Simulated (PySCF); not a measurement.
C2H3O2, multiplicity 2. Atoms are numbered in the order given.

```xyz
7

C     -0.4416    -1.3151     0.0000
O      0.7243    -0.4745     0.0000
C      0.5111     0.8141     0.0000
O     -0.5053     1.4240     0.0000
H     -1.0469    -1.1217    -0.8971
H     -0.0749    -2.3470     0.0000
H     -1.0469    -1.1217     0.8971
```
Charge 0, spin multiplicity 2.

Geometry: PBE0-D3(BJ)/def2-SVP. The isomer is the one that the SMILES or the coordinates give; other isomers of the formula were not compared. Other conformers were not sampled.

Computed with TDA-ωB97X/def2-SVPD in PySCF 2.14.0.

Vertical excitations. The molecule is in vacuum.

Problem. Give excitation energies, oscillator strengths and character. (An estimate is asked for; the answer gives what the named calculation found.)

Solution. 
```csv
state,energy (eV),λ (nm),f,main pairs
root 1,4.23,293,0.008,α HOMO→LUMO 97 %
root 2,5.07,245,0.001,β HOMO→LUMO 92 %
root 3,5.43,229,0.018,β HOMO−1→LUMO 89 %
root 4,7.09,175,0.004,"α HOMO−1→LUMO 49 %, β HOMO→LUMO+2 30 %"
root 5,7.32,169,0.008,"α HOMO→LUMO+1 62 %, α HOMO→LUMO+2 12 %, α HOMO→LUMO+3 11 %, β HOMO−2→LUMO 5 %"
root 6,7.42,167,0.007,β HOMO−3→LUMO 71 %
root 7,7.61,163,0.017,"α HOMO→LUMO+1 8 %, β HOMO−2→LUMO 69 %"
root 8,7.92,157,0.000,"α HOMO−2→LUMO 16 %, β HOMO−1→LUMO+2 64 %"
root 9,8.41,147,0.017,"α HOMO→LUMO+2 71 %, α HOMO→LUMO+1 11 %"
root 10,8.54,145,0.004,"α HOMO−2→LUMO 65 %, β HOMO−1→LUMO+2 21 %"
```
Unrestricted roots are not spin-pure.
